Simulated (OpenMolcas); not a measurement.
## V2+: ligand-field states by method

V2+ with its 6 nearest chloride ions at 2.574 Å, on the Y site of Cs2NaYCl6 (a = 10.7396 Å, distance in the model lattice 2.619 Å). The rest of the host is ab initio model potentials to 7.6 Å, with orthogonalisation functions on the cations behind the ligands, and point charges beyond; the distance is set by hand and nothing relaxes, and no local charge compensation is placed. Ligand basis ANO-RCC-VDZP.
```
V     0.0000    0.0000    0.0000
Cl    2.5740    0.0000    0.0000
Cl    0.0000    2.5740    0.0000
Cl   -2.5740    0.0000    0.0000
Cl    0.0000   -2.5740    0.0000
Cl    0.0000    0.0000    2.5740
Cl    0.0000    0.0000   -2.5740
```

| Property | Result |
| --- | --- |
| Program | OpenMolcas |
| Basis | ANO-RCC-VTZP [6s5p3d2f1g] |
| Scalar Hamiltonian | DKH2, point nucleus |
| Active space | 3 electrons in 5 orbitals (3d) |
| State averaging | 2S+1 = 4 even, 10 roots; 2S+1 = 2 even, 40 roots |
| Spin-orbit coupling | state interaction with AMFI integrals over the reference wave functions |

I. CASSCF
II. SS-CASPT2, IPEA 0.25 Eh, imaginary shift 0.1 Eh (closed shells correlated: 3s 3p and the ligand valence shells)
III. SS-CASPT2, IPEA 0.25 Eh, sigma2 regulariser 0.3 Eh (closed shells correlated: 3s 3p and the ligand valence shells)

Spin-free states (labels of O, the rotations of Oh) in cm-1, each column counted from its own energy of the first state listed:

```csv
State,Degeneracy,I,II,III
4A2,1,0,0,0
4T2,3,6498,7000,7000
4T1,3,11116,11360,11370
2E,2,15986,11790,11790
2T1,3,16753,12520,12520
2A1,1,20309,16380,16380
2T2,3,20859,15910,15950
4T1,3,22294,19490,19490
2T2,3,23139,19270,19280
2T1,3,23803,20150,20160
2E,2,25526,21010,21040
2T1,3,27827,23640,23650
2T1,3,30210,28670,28670
2T2,3,31061,28790,28790
2E,2,35594,34520,34530
2A2,1,38234,31160,31160
2T2,3,38869,31730,31730
2T1,3,41584,35910,35910
2E,2,57564,47000,47010
2T2,3,59680,51150,51160
```

From I to II, I's first state of the same spin (4T2) moves from 6498 to 7000 cm-1, by about +500 cm-1.

From I to II, I's first state of another spin (2E) moves from 15986 to 11790 cm-1, by about -4200 cm-1.

I: A least-squares ligand-field fit to the states below 45000 cm-1, each weighted by its degeneracy and with a free common offset, gives 10Dq = 6710 cm-1, B = 898 cm-1 and C = 3412 cm-1 (C/B = 3.80), with an rms deviation of 107 cm-1. The same method and metal basis give the free ion B = 959 cm-1 (fit to its terms below 60000 cm-1, rms deviation 74 cm-1), so the nephelauxetic ratio is β = 898 / 959 = 0.94; it hangs on how both fits weigh the states, and computed free-ion B values tend to be too large, so β mixes covalency with correlation.

χT at 300 K: I 1.84, II 1.85, III 1.85 cm3 K/mol.

Roots that are degenerate in the reference are averaged as groups; the widest CASPT2 spread within a group is 610 cm-1 (the 3-fold group of multiplicity 4 near 7000 cm-1 above the lowest state of its run, II). Shifts and gaps below about the spread of the groups concerned are not significant. Over all roots computed the reference weight is 0.67 to 0.68 in II, 0.67 to 0.68 in III; a low but even weight reflects the number of correlated electrons. Ligand-to-metal charge-transfer states are missing. With no ligand orbital active B as a rule stays too high, so bands that hang on it stand too high and its fall with covalency is understated. Without dynamic correlation the repulsion within the d shell is too large (B by tens of per cent), so at a given field states of lower spin stand too high (holds for I). With metal d orbitals alone and no dynamic correlation the field as a rule comes out too small, by tens of per cent, by up to half for chloride and softer ligands (holds for I). These CASPT2 states fit no ligand-field parameters well, so their order and spin gaps are uncertain (holds for II; III). With one d shell and no ligand orbital active, 10Dq can be off by tens of per cent for divalent 3d ions, low with halides held by bare charges and at times high in hosts (holds for II; III). Free-ion shares, where given, are those of the reference states; single-state CASPT2 does not remix them (holds for II; III). No measured value stands beside these numbers; the geometry was set by hand and not optimised.
